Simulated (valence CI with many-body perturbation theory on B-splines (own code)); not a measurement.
**Mo¹⁰⁺: key properties**

Level of theory: configuration interaction combined with many-body perturbation theory (CI+MBPT): four valence electrons over a frozen Dirac-Fock core [Ar] 3d10, radial functions for each j: 11 s, 11 p, 10 d, 8 f, 5 g, 2 h, with the one-electron correlation potential Σ1 (screened to all orders), the two-electron term Σ2, the three-electron term Σ3, Breit, model QED; selected single and double excitations, second order for the rest, scaled by the run's own slope (own B-spline code, finite nucleus).

No measured spectrum was set against this ion. As an estimate, levels hold to about 250 cm⁻¹ or 0.2 % of their energy and the worst to 1 %, as in measured heavy ions of charge 2 to 7; those with d or f electrons hold less well. Among the levels kept, up to 780 cm⁻¹ of a level comes from second order outside the variational space, and about a tenth of that is noise between levels of different J, which matters for small intervals.

Names give the largest LS component (configuration and term), which can be under half, so a name can repeat, a term be missing and a line seem to break the LS rules; names also repeat where a configuration has a term twice.

Rates and lifetimes use the calculated energies. Strong lines usually hold to 10 to 20 %, long lifetimes can be off by a factor of two.

Q: What is the ground level?

A: 4s2 4p2 3P_0, composition 88 % 4s2 4p2 3P + 10 % 4s2 4p2 1S.

Q: How is the term 3P of the ground level split?

A: J = 0 at 0, J = 1 at 17607, J = 2 at 27159 cm⁻¹.

Q: Name the longest-lived excited levels whose lifetime is computed, and their main decay.

A: 4s2 4p2 3P_2 at 27159 cm⁻¹ lives 119 ms, mostly by M1 to 4s2 4p2 3P_1; 4s2 4p2 3P_1 at 17607 cm⁻¹ lives 11.3 ms, mostly by M1 to 4s2 4p2 3P_0; 4s2 4p2 1D_2 at 54799 cm⁻¹ lives 2.50 ms, mostly by M1 to 4s2 4p2 3P_1. The lifetime of 4s2 4p 4d 3F°_4 is too uncertain to give, and may be longer.

Q: Among levels below 965910 cm⁻¹, which E1 lines absorb most strongly from the ground level?

A: to 4s2 4p 4d 3D°_1 at 23.52 nm, f = 2.09; to 4s 4p3 3S°_1 at 29.85 nm, f = 0.266; to 4s 4p3 3D°_1 at 39.96 nm, f = 0.227.

Q: What is the ionisation energy?

A: 209.27 eV; NIST lists 209.3 ± 1.2 eV (theoretical).
